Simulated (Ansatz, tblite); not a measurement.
Cost and result up the ladder for [SnH5]- (SnH₅⁻) (6 atoms). The state is a singlet with charge -1. Geometry: PBE0-D4/def2-TZVPD.

```xyz
6

Sn    0.000    0.000    0.000
H    -1.364   -0.355   -1.239
H     1.364    0.355    1.239
H     0.038   -1.709    0.447
H    -1.069    1.114    0.858
H     1.031    0.594   -1.306
```

Ansatz on 4 threads of Arm Neoverse V2 on a shared host; xTB runs through tblite on one thread. Times are rough, summed over both states, and most runs start from the orbitals of an earlier one. CCSD(T)/def2-TZVPPD serves as the yardstick here, not as an exact answer. The other state is a doublet.

In the def2 sets Sn takes a core potential; there is no spin–orbit coupling. The xTB rows come from tblite. Correlated methods freeze 4 core orbitals; core or outer-core shells of Sn are correlated, in sets that lack core-valence functions.

Raw xTB energies of ions are shifted by several eV.

| level | functions | wall time |
| --- | --- | --- |
| GFN2-xTB | 14 | 0.002 s |
| GFN1-xTB | 19 | 0.003 s |
| PBE-D4/def2-TZVPD (with forces) | 101 | 1.4 s |
| PBE0-D4/def2-TZVPD | 101 | 1.6 s |
| r2SCAN-D4/def2-TZVPD | 101 | 2.8 s |
| CCSD(T)/def2-TZVPPD | 141 | 31 s |

**Question.** Estimate what each level gives for the vertical IE (eV).

**Answer.** 
```csv
level,vertical IE (eV),difference from CCSD(T)/def2-TZVPPD (eV),remarks
GFN2-xTB,7.26,4.87,–
GFN1-xTB,7.33,4.94,–
PBE-D4/def2-TZVPD (with forces),2.12,-0.27,HOMO above zero (-1 singlet)
PBE0-D4/def2-TZVPD,2.27,-0.12,–
r2SCAN-D4/def2-TZVPD,2.10,-0.29,HOMO above zero (-1 singlet)
CCSD(T)/def2-TZVPPD,2.39,0.00,–
```
